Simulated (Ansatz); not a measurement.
Start from `C[Se]B(F)Cl` and change one atom or group to get `FB(Cl)[SeH]`.

Ansatz, PBE0-D4/def2-TZVP geometries, multiplicity 1. Each molecule was computed in one conformer, which needn't be the lowest.

Scalar relativity is left out up to krypton.

```tsv
property	`C[Se]B(F)Cl`
LUMO energy (ωB97M-V/def2-TZVPP) / eV	1.44
HOMO energy (ωB97M-V/def2-TZVPP) / eV	-9.44
size of the dipole moment (PBE/def2-TZVPP) / D	2.08
HOMO–LUMO gap (PBE/def2-TZVPP) / eV	4.66
LUMO energy (B3LYP/def2-TZVPP) / eV	-0.81
HOMO–LUMO gap (PBE0/def2-TZVPP) / eV	6.70
```

Q: What does the change do to each property? (An estimate is asked.)

A: The calculation gave: 
| property | `FB(Cl)[SeH]` | shift |
| --- | --- | --- |
| LUMO energy (ωB97M-V/def2-TZVPP) / eV | 1.30 | -0.14 |
| HOMO energy (ωB97M-V/def2-TZVPP) / eV | -9.97 | -0.53 |
| size of the dipole moment (PBE/def2-TZVPP) / D | 1.13 | -0.95 |
| HOMO–LUMO gap (PBE/def2-TZVPP) / eV | 4.96 | 0.30 |
| LUMO energy (B3LYP/def2-TZVPP) / eV | -0.99 | -0.18 |
| HOMO–LUMO gap (PBE0/def2-TZVPP) / eV | 7.05 | 0.35 |

With PBE0 the HOMO falls by 0.53 eV and the LUMO falls by 0.18 eV, so the gap widens by about 0.35 eV. PBE moves the HOMO by -0.50 eV and ωB97M-V by -0.53 eV. The zero-point energy changes by -78.0 kJ/mol with -9 modes. Dipoles are sizes alone; their direction can turn.

B3LYP here is the variant with VWN-RPA as its local correlation; programs differ in this.

Spin–orbit coupling is left out; it splits and shifts lone-pair levels of the heavy atoms by tenths of an eV.
